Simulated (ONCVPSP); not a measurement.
## Before and after: ONCV potential for tellurium (Te)

Te (Z = 52), optimised norm-conserving Vanderbilt (ONCV), made with ONCVPSP 4.0.1 (PBE, scalar-relativistic). Core [Kr], reference 4d10 5s2 5p4. Waves: 5s: rc 1.80 bohr, ncon 4, nbas 8, qcut 3.1 1/bohr, 2 projectors, debl 1.6 Ha; 5p: rc 2.20 bohr, ncon 4, nbas 7, qcut 4.1 1/bohr, 2 projectors, debl 3.4 Ha; 4d: rc 1.00 bohr, ncon 4, nbas 9, qcut 8.5 1/bohr, 2 projectors, debl 0.5 Ha. Local part: polynomial inside 1.00 bohr (lpopt 5, dvloc0 0 Ha). Core correction: Teter function, fcfact 1.75, rcfact 1.65.

In the d channel the program set the typed energies aside and used -1.531, 0.250 Ha.

Change: d: rc 1.06.

Cutoffs: the cutoffs (Ha) at which the residual kinetic energy of the hardest occupied pseudo-wave falls to 1 and 0.1 mHa per electron; they do not see the model core or the augmentation charge, which bear on the density cutoff. Errors are all-electron minus pseudo energies relative to the spin-unpolarised reference configuration.

Question: Predict the effect on cutoff, ghosts and configuration errors.

Answer: The potential gets softer (187 Ha and 303 Ha → 168 Ha and 273 Ha); both files keep a bound ghost (p, s); the errors of the 4 common tests hardly move. A larger radius leaves more room for a smooth pseudo-wave, so fewer plane waves are needed.

```tsv
quantity	base	changed
cutoff, loose	187 Ha	168 Ha
cutoff, tight	303 Ha	273 Ha
loose cutoff by channel	s 27 Ha, p 7.0 Ha, d 187 Ha	s 27 Ha, p 7.0 Ha, d 168 Ha
bound ghosts	s, p	s, p
GHOST(+) flags under 300 eV	none	none
error for 4d10 5s2 5p3, meV [ΔE 9.73 eV]	-4.8	-4.8
error for 4d10 5s2 5p2, meV [ΔE 27.65 eV]	-14	-14
error for 4d10 5s2 5p1, meV [ΔE 54.55 eV]	-22	-22
error for 4d9 5s2 5p5, meV [ΔE 38.26 eV]	-346	-362
s: phases at 1.83 bohr within 0.05 rad from the reference energy up to (Ha; the scan ends near 5)	3.9	3.9
p: phases at 2.23 bohr within 0.05 rad from the reference energy up to (Ha; the scan ends near 5)	to the end of the scan	to the end of the scan
rms error of d²Exc/dni dnj with the model core, mHa	1.58	1.59
```

 A true bound ghost makes a file unfit for plane-wave use even where its test errors are small: the radial tests pick states by their node count and pass the ghost by.
